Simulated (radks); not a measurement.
The numbers below are computed, except where a source is named.
Ionisation of neutral barium, [Xe] 6s2, to [Xe] 6s1 as the strength of local exchange is varied. Code: a radial shooting solver on a logarithmic mesh with Libxc functionals. Model: Dirac Kohn-Sham, Slater X-alpha exchange (alpha = 2/3 is LDA exchange), no correlation, spin-unpolarised, spherical densities, finite nucleus; Fermi nuclear charge, rms radius 4.8378 fm.

| alpha | E(Ba) (hartree) | exchange (hartree) | IE (eV) | -e of the level emptied (eV) | <r> of it (bohr) |
|---|---|---|---|---|---|
| 0.579 | -8102.8712 | -161.4470 | 4.347 | 2.243 (6s1/2) | 5.035 |
| 0.595 | -8107.3338 | -165.9941 | 4.415 | 2.303 (6s1/2) | 5.006 |
| 0.667 | -8127.4438 | -186.5126 | 4.730 | 2.582 (6s1/2) | 4.880 |
| 0.68 | -8131.0797 | -190.2272 | 4.788 | 2.633 (6s1/2) | 4.859 |
| 0.812 | -8168.0845 | -228.1169 | 5.394 | 3.179 (6s1/2) | 4.651 |

NIST Atomic Spectra Database: 5.212 eV (measured). The Delta-SCF value meets it near alpha = 0.77. Spin polarisation and multiplet splitting are left out, so open shells lie too high by an amount that depends on their filling.

Beside tabulated values, note that spin-unpolarised runs miss the spin-polarisation part of the exchange energy of open shells.
